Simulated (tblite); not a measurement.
Stannane, SnH₄.
SMILES with atom numbers: `[SnH4:1]` (hydrogens: H2, H3, H4, H5 on Sn1)

Computed with GFN2-xTB (tblite), gas phase: L-BFGS steps from a force-field or distance-geometry start until the largest atomic force falls under 0.01 eV/Å.

Step 0: E = -111.5189 eV
```
atom  x, y, z in Å  |  force x, y, z in eV/Å
Sn1     0.0081   -0.0031   -0.0026   -0.122   0.101  -0.064
H2     -1.1558    1.2104   -0.5474    0.566  -0.580   0.256
H3      0.2698   -1.1703   -1.2776   -0.102   0.481   0.524
H4     -0.6290   -0.8096    1.4053    0.253   0.308  -0.547
H5      1.5155    0.7754    0.4052   -0.596  -0.310  -0.168
```

Problem. Estimate the geometry and energy of step 1. (The exact step hangs on the optimiser's Hessian estimate; all steps are aligned on step 0, rigid shifts and turns removed.)

Solution. E = -111.5495 eV, largest force 0.789 eV/Å
```
atom  x, y, z in Å  |  force x, y, z in eV/Å
Sn1     0.0064   -0.0016   -0.0036   -0.093   0.077  -0.048
H2     -1.1477    1.2022   -0.5437    0.526  -0.538   0.237
H3      0.2684   -1.1635   -1.2701   -0.099   0.460   0.497
H4     -0.6254   -0.8052    1.3975    0.239   0.296  -0.524
H5      1.5069    0.7710    0.4028   -0.572  -0.294  -0.162
```

The energy changes by -0.0306 eV. The first-order estimate −F·Δx gives -0.0315 eV and the mean of the old and new forces, exact on a quadratic surface, -0.0306 eV. The step makes an angle of 1° with the force vector and moves no atom by more than 0.012 Å.

The cost below is that of the whole relaxation. On one thread, Arm Neoverse N1 (aarch64), shared host with 64 logical CPUs at a one-minute load of 58, this took under 0.1 s of wall time.
